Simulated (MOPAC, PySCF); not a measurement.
H4GeS4, SMILES `[SH][Ge]([SH])([SH])[SH]`, neutral singlet in the gas phase. 

Z-matrix (Å, degrees):
```
Ge
S 1 2.2151
H 2 1.3437 1 92.68
S 1 2.2151 2 113.52 3 71.70
H 4 1.3437 1 92.67 2 44.31
S 1 2.2152 2 101.77 3 -166.10
H 6 1.3437 1 92.66 2 -166.03
S 1 2.2152 2 113.40 3 -43.80
H 8 1.3437 1 92.67 2 -71.20
```
Charge 0, spin multiplicity 1.

All levels are single points at this geometry (PBE0-D3(BJ)/def2-TZVP); Pople sets use spherical d functions. Orbital energies aren't observables, and empty levels follow the basis.

```tsv
level	HOMO (eV)	LUMO (eV)	gap (eV)	dipole (D)	vertical IE, Delta-SCF (eV)
PBE0-D3(BJ)/def2-TZVP in PySCF	-7.43	-1.47	5.97	0.00	9.14
B3LYP/3-21G in PySCF	-7.49	-1.85	5.64	0.00	–
B3LYP/6-31G* in PySCF	-7.13	-1.67	5.46	0.00	9.03
B3LYP/LANL2DZ in PySCF	-7.50	-1.87	5.63	0.00	–
M06-2X/6-31G* in PySCF	-8.61	-0.30	8.31	0.00	–
PBE/6-31G* in PySCF	-6.16	-2.32	3.84	0.00	8.62
SVWN5/6-31G* in PySCF	-6.24	-2.53	3.70	0.00	8.73
HF/3-21G in PySCF	-10.87	1.84	12.71	0.00	–
PM6 in MOPAC	-9.73	-1.41	8.32	0.00	–
```
